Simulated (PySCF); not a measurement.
The vertical singlet excitations below were computed for one of the candidates. Level of theory: PySCF, TDDFT CAM-B3LYP/def2-SVPD, vertical, gas phase, core orbitals frozen in the response. Geometries: PBE0-D3(BJ)/def2-SVP, one conformer each. Relativistic effects are left out although some hold elements past zinc. The highest level found (8.14 eV, f 0.015 so far) is left out, since the window may have cut off a degenerate partner.

```csv
state,E (eV),f
S1,5.60,0.0000
S2,5.84,0.0013
S3,5.84,0.0000
S4,7.23,0.240
S5,7.42,0.164
S6,7.44,0.0000
S7,7.65,0.0084
S8,7.87,0.150
S9,7.98,0.630
```

Triplets computed (Tamm–Dancoff): 4.63, 5.05, 5.06, 5.63 eV.

Orbital energies (eV): HOMO-3 -11.02, HOMO-2 -9.88, HOMO-1 -9.23, HOMO -9.01, LUMO 0.63, LUMO+1 0.78, LUMO+2 1.00.

**Question.** Which candidate is it? All have the formula C5H12GeSi.
A. `[GeH2]1[C@@H](C=C[CH2]1)C[SiH3]`
B. `C[CH](C)[GeH2][C]#C[SiH3]`
C. `[GeH]1([CH2]C=C[CH2]1)[CH2][SiH3]`

**Answer.** B. Its S1, at 5.60 eV, is the lowest among the candidates; the nearest of the others has S1 at 6.69 eV. S1 is HOMO-1→LUMO (42%), HOMO→LUMO+1 (32%), HOMO-2→LUMO+1 (10%). Löwdin shares by element: HOMO carbon 62% or more, germanium 11% (atoms not listed hold the other 26%); LUMO carbon 40% or more, germanium 16%, silicon 12% (atoms not listed hold the other 31%). At the same level the other candidates give, for their lowest levels:
- `[SiH3]C[C@@H]1C=C[CH2][GeH2]1`: 6.69 eV (f 0.018); 6.84 eV (f 0.148); 7.10 eV (f 0.042); 7.18 eV (f 0.029); 7.43 eV (f 0.007); T1 4.29 eV; HOMO -8.42, LUMO 1.06 eV
- `[SiH3][CH2][GeH]1[CH2]C=C[CH2]1`: 6.69 eV (f 0.005); 7.03 eV (f 0.149); 7.18 eV (f 0.001); 7.35 eV (f 0.009); 7.47 eV (f 0.022); T1 4.29 eV; HOMO -8.36, LUMO 1.11 eV

Orbitals of the list HOMO-3 to LUMO+2 that lie within 0.01 eV of each other are written together with a slash and their weights summed (≥ marks a lower bound); for degenerate orbitals outside that list single weights are arbitrary.

Shape of the structure used: `[CH3:1][CH:2]([CH3:3])[GeH2:4][C:5]#[C:6][SiH3:7]`: C1–C2–Ge4–C5 62°.
